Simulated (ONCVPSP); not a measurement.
## nickel, ONCV: configuration errors across variants

```
Element                 : nickel
Generator               : ONCVPSP 4.0.1
Type                    : optimised norm-conserving Vanderbilt (ONCV)
Functional              : LDA (Perdew-Zunger)
Relativity              : non-relativistic
Frozen core             : [Ne] 3s2
Valence charge          : 16
Reference configuration : 3p6 3d8 4s1 (charge +1)
Partial waves           : 4s: rc 1.70 bohr, ncon 4, nbas 7, qcut 4 1/bohr, 2 projectors, debl 3.8 Ha; 3p: rc 1.10 bohr, ncon 4, nbas 7, qcut 11.8 1/bohr, 2 projectors, debl 1.3 Ha; 3d: rc 1.15 bohr, ncon 3, nbas 8, qcut 11.2 1/bohr, 1 projector; f scattering state at 0.39 Ha: rc 1.40 bohr, ncon 4, nbas 7, qcut 7.7 1/bohr, 2 projectors, debl 0.5 Ha
Local potential         : polynomial inside 0.90 bohr (lpopt 4, dvloc0 2 Ha)
Core correction         : Teter function, fcfact 5, rcfact 1.25
```

In the p channel the program set the typed energies aside and used -2.929, 0.250 Ha.

All-electron excitation energies from the reference (eV): (1) 3p6 3d8 4s2 -9.425; (2) 3p6 3d8 4s0 17.371; (3) 3p6 3d7 4s0 55.417; (4) 3p6 3d9 4s0 -3.466.

A true bound ghost makes a file unfit for plane-wave use even where its test errors are small: the radial tests pick states by their node count and pass the ghost by.

Errors AE − PS in meV (a dash: test not solved or not reliable):

```csv
change,(1),(2),(3),(4),bound ghosts,GHOST(+) flags above zero
base,-4.4,-9.2,+44,-52,s,f
"core correction Teter function, fcfact 5, rcfact 0.98",-4.4,-9.1,+44,-52,s,f
"core correction Teter function, fcfact 5, rcfact 1.06",-4.4,-9.2,+44,-52,s,f
"core correction Teter function, fcfact 5, rcfact 1.16",-4.4,-9.2,+44,-52,s,f
"core correction Teter function, fcfact 5, rcfact 1.32",-4.4,-9.2,+44,-52,s,f
"core correction Teter function, fcfact 5, rcfact 1.46",-4.4,-9.3,+44,-53,s,f
"core correction Teter function, fcfact 5, rcfact 1.56",-4.4,-9.3,+44,-53,s,f
"core correction Teter function, fcfact 5, rcfact 1.66",-4.4,-9.3,+44,-53,s,f
"core correction Teter function, fcfact 5, rcfact 1.94",-4.5,-9.5,+42,-54,s,f
"core correction Teter function, fcfact 5, rcfact 2.06",-4.6,-9.6,+40,-56,s,f
```

(1) Give the same row for: core correction Teter function, fcfact 5, rcfact 1.84.

## Answers

(1) -4.5, -9.5, +43, -54; bound ghosts: s; GHOST(+) flags above zero: f.
